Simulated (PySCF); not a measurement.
## Dipole moment and polarisability of `[SiH3]C1CC1`

Species: C₃H₈Si.
Structure used (PBE0-D3(BJ)/def2-SVP), in Å, numbered top down from 1:
```
atom  x, y, z in Å
Si1    1.6904   -0.1049   -0.2765
C2     0.0333   -0.1060    0.5812
C3    -1.2091   -0.5479   -0.1545
C4    -1.0296    0.8930    0.1914
H5     2.6239    0.8914    0.3359
H6     2.3405   -1.4512   -0.2124
H7     1.4802    0.2575   -1.7141
H8     0.0613   -0.3653    1.6459
H9    -1.9494   -1.1282    0.4028
H10   -1.1166   -0.8424   -1.2047
H11   -1.6450    1.3167    0.9898
H12   -0.8129    1.5961   -0.6191
```

Level: B3LYP/def2-SVPD (PySCF), static field, nuclei fixed, core orbitals frozen in the response. The polarisability tensor in these axes (au):

```
x   72.88 -1.37 -0.83
y   -1.37 60.14  0.78
z   -0.83  0.78 57.33
```

Q: Diagonalise the tensor; give its mean and Δα, where Δα² is half the sum of the squared differences of the eigenvalues.

A: Principal values 57.12, 60.15 and 73.08 au; mean 63.45 au = 9.40 Å³ = 10.46 × 10⁻⁴⁰ C²·m²/J; Δα = 14.68 au (23 % of the mean).

Q: What is the dipole moment, and where does it point?

A: (-0.82, 0.00, 0.41) D, 0.92 D in size, pointing from the negative to the positive side. Measured along this direction, the outermost atoms are H6, H5 and H7 at the negative end and H11 and H9 at the positive end.

Q: In TDDFT the mean static polarisability is Σ f/ω² over all singlet excitations (ω in hartree). How much of it do the 10 lowest give? Their energies (eV) and oscillator strengths: 7.56, 0.0020; 7.59, 0.0116; 8.07, 0.0094; 8.08, 0.0247; 8.12, 0.0117; 8.22, 0.0177; 8.24, 0.0173; 8.28, 0.0187; 8.29, 0.1470; 8.35, 0.0225.

A: They add up to 3.10 au, 4.9 % of the 63.45 au; the largest single term is 1.58 au, from the state at 8.29 eV. Terms in order: 0.03, 0.15, 0.11, 0.28, 0.13, 0.19, 0.19, 0.20, 1.58, 0.24 au. Higher excitations give the rest. The strengths listed sum to 0.282.

Q: What would n − 1 = 2πNα be for an ideal gas of these molecules at 500 K and 1 atm, electronic part alone?

A: N = p/kT = 1.4678 × 10¹⁹ cm⁻³, so n − 1 = 2π × N × 9.40 × 10⁻²⁴ cm³ = 867 × 10⁻⁶ at long wavelengths, for an ideal gas.

Q: Estimate the molar refractivity from the static electronic polarisability.

A: Lorentz–Lorenz: R = (4π/3)N_A α = 2.5225 cm³/(mol·Å³) × 9.40 Å³ = 23.7 cm³/mol, in the limit of long wavelengths.

Q: Along which axes do the principal values lie, and how far do the nuclei extend along each?

A: Largest value along (0.99, -0.11, -0.06), where the nuclei span 4.33 Å; middle along (0.12, 0.97, 0.23), 2.53 Å; least along (0.03, -0.24, 0.97), 3.37 Å. The strongest response lies along the longest span, while the other two are in reverse order.

Q: Rayleigh depolarisation ratio (linearly polarised light, static tensor)?

A: ρ = 3Δα²/(45ᾱ² + 4Δα²) = 646.7/(181172 + 862.3) = 0.00355.

Geometry: PBE0-D3(BJ)/def2-SVP; no solvent, vibrations or thermal averaging.
